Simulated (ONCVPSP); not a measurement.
Before and after: ONCV potential for Ba (Z = 56)

Ba (Z = 56), optimised norm-conserving Vanderbilt (ONCV), made with ONCVPSP 4.0.1 (PBE, scalar-relativistic). Core [Kr] 4d10, reference 5s2 5p6 6s2. Waves: 5s+6s: rc 2.25 bohr, ncon 4, nbas 7, qcut 4.2 1/bohr, 2 projectors; 5p: rc 2.20 bohr, ncon 4, nbas 8, qcut 4.4 1/bohr, 2 projectors, debl 2.6 Ha; d scattering state at 0.19 Ha: rc 1.85 bohr, ncon 4, nbas 8, qcut 5 1/bohr, 1 projector. Local part: polynomial inside 1.20 bohr (lpopt 2, dvloc0 6 Ha). Core correction: none.

In the d channel the program set the typed energies aside and used 0.050 Ha.

Change: all radii scaled by about 1.27 (s 2.86, p 2.80, d 2.36 bohr); local potential polynomial inside 1.52 bohr (lpopt 2, dvloc0 6 Ha).

Cutoffs: the cutoffs (Ha) at which the residual kinetic energy of the hardest occupied pseudo-wave falls to 1 and 0.1 mHa per electron; they do not see the model core or the augmentation charge, which bear on the density cutoff. Errors are all-electron minus pseudo energies relative to the spin-unpolarised reference configuration.

How do hardness, ghosts and transferability respond?

The potential gets softer (8.3 Ha and 24 Ha → 5.5 Ha and 7.0 Ha); a bound ghost appears in p, which as a rule spoils a file; the lowest positive-energy flag moves from s at 130.2 eV to s at 25.8 eV; the number of tests with a reliable result goes from 4 to 3; the errors of the 3 common tests hardly move. A larger radius leaves more room for a smooth pseudo-wave, so fewer plane waves are needed.

```tsv
quantity	base	changed
cutoff, loose	8.3 Ha	5.5 Ha
cutoff, tight	24 Ha	7.0 Ha
loose cutoff by channel	s 8.0 Ha, p 8.3 Ha	s 5.5 Ha, p 4.3 Ha
bound ghosts	none	p
GHOST(+) flags under 300 eV	s at 130.2 eV	s at 25.8 eV
tests with a reliable result	4 of 4	3 of 4
error for 5s2 5p6 6s1, meV [ΔE 5.36 eV]	-0.6	-0.4
error for 5s2 5p6 6s0, meV [ΔE 15.34 eV]	-1.4	-1.1
error for 5s2 5p6 6s1.5, meV [ΔE 2.14 eV]	-0.2	-0.2
```

 A true bound ghost makes a file unfit for plane-wave use even where its test errors are small: the radial tests pick states by their node count and pass the ghost by.
